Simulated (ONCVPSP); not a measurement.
**silver ONCV: all-electron and pseudo phase curves**

```
Element                 : Ag (Z = 47)
Generator               : ONCVPSP 4.0.1
Type                    : optimised norm-conserving Vanderbilt (ONCV)
Functional              : PBE
Relativity              : scalar-relativistic
Frozen core             : [Ar] 3d10
Valence charge          : 19
Reference configuration : 4s2 4p6 4d9 (charge +2)
Partial waves           : 4s: rc 1.45 bohr, ncon 3, nbas 8, qcut 9.4 1/bohr, 2 projectors, debl 2.4 Ha; 4p: rc 1.25 bohr, ncon 4, nbas 7, qcut 13.5 1/bohr, 3 projectors, debl 3 Ha; 4d: rc 1.60 bohr, ncon 4, nbas 8, qcut 11 1/bohr, 2 projectors, debl 2.5 Ha
Local potential         : polynomial inside 1.20 bohr (lpopt 1, dvloc0 0 Ha)
Core correction         : Teter function, fcfact 1.75, rcfact 1.7
```

In the s channel the program set the typed energies aside and used -4.322, 0.250 Ha.

The phase is arctan(r·R′/R) of the radial function R(r), unwrapped; energies in Ha, scanned from -6 to 5 Ha. A pole is an energy at which the radial function vanishes at the test radius. The pseudo phase is shifted by a multiple of π to meet the all-electron one at the reference energy, and phase errors are pseudo minus all-electron; the curves can meet again beyond the range given. Levels narrower than the energy grid can be missing from the lists of poles.

Question: For each channel, where are the poles, and over which energies does the pseudopotential scatter like the atom?

Answer:

```csv
channel,radius (bohr),reference energy (Ha),"poles, all-electron","poles, pseudo",unbroken range about the reference energy with phases within 0.05 rad,phase error 1 Ha above the reference energy (rad)
s,1.47,-4.32,-3.73,-3.73,the whole range,+0.000
p,1.27,-2.98,-0.98,-0.98,the whole range,-0.000
d,1.62,-1.06,-0.08,-0.08,the whole range,+0.000
```

Phases in the p channel:

```tsv
E (Ha)	all-electron	pseudo
-5.96	0.948	0.948
-5.68	0.868	0.868
-5.40	0.760	0.760
-5.12	0.611	0.611
-4.84	0.403	0.403
-4.56	0.121	0.121
-4.28	-0.217	-0.217
-4.00	-0.549	-0.549
-3.72	-0.816	-0.816
-3.44	-1.012	-1.012
-3.16	-1.153	-1.153
-2.88	-1.255	-1.255
-2.60	-1.333	-1.333
-2.32	-1.394	-1.394
-2.04	-1.443	-1.443
-1.76	-1.484	-1.484
-1.48	-1.519	-1.519
-1.20	-1.549	-1.549
-0.92	-1.577	-1.577
-0.64	-1.601	-1.601
-0.36	-1.625	-1.625
-0.08	-1.647	-1.647
0.20	-1.668	-1.668
0.48	-1.689	-1.689
0.76	-1.710	-1.710
1.04	-1.732	-1.732
1.32	-1.754	-1.754
1.60	-1.778	-1.778
1.88	-1.804	-1.804
2.16	-1.832	-1.832
2.44	-1.863	-1.863
2.72	-1.899	-1.899
3.00	-1.940	-1.940
3.28	-1.988	-1.988
3.56	-2.047	-2.047
3.84	-2.120	-2.120
4.12	-2.212	-2.212
4.40	-2.331	-2.331
4.68	-2.486	-2.486
4.96	-2.688	-2.688
```
